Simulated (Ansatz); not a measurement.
Basis-set series for C2H3AlO2 (`C=[C]1[O][Al]1[OH]`). Charge 0, multiplicity 1. Geometry: relaxed with PBE0-D4/def2-TZVP. It is one conformer, not always the lowest.

```xyz
8

C    -1.605    0.999   -0.405
C    -0.522    0.264   -0.242
O     0.029   -0.672   -1.172
Al    1.011   -0.643    0.233
O     2.390   -1.358    0.843
H    -2.190    0.940   -1.318
H    -1.924    1.676    0.376
H     2.811   -1.206    1.685
```

| functional | basis | functions | energy (Eh) | HOMO (eV) | LUMO (eV) |
| --- | --- | --- | --- | --- | --- |
| PBE0-D4 | def2-SVP | 89 | -470.27999 | -6.29 | -1.32 |
| PBE0-D4 | def2-QZVPP | 388 | -470.66632 | -6.48 | -1.60 |
| ωB97M-V | def2-SVP | 89 | -470.55446 | -8.50 | 0.42 |
| ωB97M-V | def2-QZVPP | 388 | -470.94636 | -8.71 | -0.16 |

(1) Give the rows for def2-TZVPP. (An estimate is asked.)

Results:

(1) Ansatz gave: 
```csv
functional,basis,functions,energy (Eh),HOMO (eV),LUMO (eV)
PBE0-D4,def2-TZVPP,208,-470.64547,-6.44,-1.48
ωB97M-V,def2-TZVPP,208,-470.92659,-8.66,0.17
```

Positive LUMOs are unbound and depend on the basis.
